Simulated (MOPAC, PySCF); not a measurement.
C$_{4}$H$_{5}$BOS, SMILES `Bc1coc(S)c1`, neutral singlet in the gas phase. 

Cartesian coordinates (Å):
```xyz
12

B     -2.2762    -0.0408    -0.4564
C     -0.8058    -0.0459    -0.0492
C     -0.2482    -0.8705     0.9076
O      1.0540    -0.6512     1.0570
C      1.4083     0.3359     0.1708
S      3.0443     0.9326     0.2010
C      0.3086     0.7383    -0.5232
H     -3.0448    -0.8065     0.0791
H     -2.6845     0.7164    -1.3055
H     -0.6824    -1.6470     1.5355
H      3.6362    -0.1671    -0.3229
H      0.2904     1.5058    -1.2937
```
Charge 0, spin multiplicity 1.

All levels are single points at this geometry (PBE0-D3(BJ)/def2-SVP); Pople sets use spherical d functions. Orbital energies aren't observables, and empty levels follow the basis.

PBE-D3(BJ)/def2-TZVP in PySCF gives dipole (D) = 1.24.

**Question.** Estimate the dipole (D) from each of these levels: PBE0-D3(BJ)/def2-TZVP in PySCF; ωB97X-D3(BJ)/def2-TZVP in PySCF; B3LYP/3-21G in PySCF; B3LYP/LANL2DZ in PySCF; M06-2X/6-31G* in PySCF; SVWN5/6-31G* in PySCF; HF/6-31G* in PySCF; HF/STO-3G in PySCF; AM1 in MOPAC; PM3 in MOPAC; PM6 in MOPAC; PM7 in MOPAC.

**Answer.** 
```csv
level,dipole (D)
PBE0-D3(BJ)/def2-TZVP in PySCF,1.10
ωB97X-D3(BJ)/def2-TZVP in PySCF,1.03
B3LYP/3-21G in PySCF,1.33
B3LYP/LANL2DZ in PySCF,1.22
M06-2X/6-31G* in PySCF,1.11
SVWN5/6-31G* in PySCF,1.42
HF/6-31G* in PySCF,1.06
HF/STO-3G in PySCF,1.07
AM1 in MOPAC,1.31
PM3 in MOPAC,1.83
PM6 in MOPAC,1.20
PM7 in MOPAC,1.57
```
